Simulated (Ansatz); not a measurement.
CH3AlSSe, relaxed with RKS PBE0-D4/def2-TZVP in the Gaussian-basis code of Ansatz from a PBE-D4/def2-SVP geometry. The force threshold is 0.005 eV/Å; the program also tests the step.

Total charge 0; spin multiplicity 1. The bonds changed during the relaxation, so this is another structure than the one it started from.

Start:

```xyz
7

Al    1.275    0.329    0.054
C    -0.704    0.192   -0.033
S    -0.588    1.874   -0.043
Se   -2.304   -0.736   -0.097
H     1.935    0.226    1.503
H     2.062    0.200   -1.329
H    -1.675   -2.086   -0.056
```

(1) By how much does the energy fall, and how many steps does the optimiser take? (Best estimate.)

(2) Which bonds change most? (Estimate.)

(3) Give the relaxed structure. (An estimate is asked.)

## Answers

(1) Computed: 3.16 kJ/mol, in 5 steps.

(2) Computed: Al1–S3 from 2.422 to 2.362 Å; C2–S3 from 1.686 to 1.660 Å; C2–Se4 from 1.851 to 1.831 Å; Se4–H7 from 1.489 to 1.471 Å.

(3) Computed: 
```xyz
7

Al    1.266    0.351    0.054
C    -0.697    0.179   -0.032
S    -0.569    1.835   -0.041
Se   -2.286   -0.728   -0.096
H     1.921    0.230    1.489
H     2.045    0.203   -1.315
H    -1.681   -2.069   -0.057
```
